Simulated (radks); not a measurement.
Problem. The tin ion Sn+, 49 electrons, occupied as [Kr] 4d10 5s2 5p1. All-electron calculation, Dirac Kohn-Sham, LDA (Slater exchange, Perdew-Wang correlation), spin-unpolarised, spherical densities, finite nucleus; open shells fill j = l - 1/2 first; Fermi nuclear charge, rms radius 4.6519 fm. Program: a radial shooting solver on a logarithmic mesh with Libxc functionals. Some entries of the table are withheld. Estimate them.

orbital,occ.,eigenvalue (eV),<r^2> (bohr^2),<1/r> (bohr^-1)
1s1/2,2,-28967.16,0.001145,53.03
2s1/2,2,(1),0.01855,12.30
2p1/2,2,-4093.703,0.01377,12.29
2p3/2,4,-3863.400,0.01508,11.44
3s1/2,2,-850.9919,0.1321,4.344
3p1/2,2,-734.7144,0.1268,4.256
3p3/2,4,-692.6685,0.1354,4.048
3d3/2,4,(2),0.1162,3.897
3d5/2,6,(3),0.1187,3.844
4s1/2,2,-141.4345,0.7587,1.711
4p1/2,2,-102.6874,0.8565,1.594
4p3/2,4,-95.0328,0.9177,1.525
4d3/2,4,-34.3792,1.413,(4)
4d5/2,6,-33.3278,1.452,(5)
5s1/2,2,-18.0379,5.992,0.5620
5p1/2,1,-10.8364,9.028,0.4544
5p3/2,0,-10.2450,9.716,0.4360

Solution. 
(1) 2s1/2 eigenvalue (eV): -4379.411
(2) 3d3/2 eigenvalue (eV): -486.2887
(3) 3d5/2 eigenvalue (eV): -477.5996
(4) 4d3/2 <1/r> (bohr^-1): 1.230
(5) 4d5/2 <1/r> (bohr^-1): 1.212
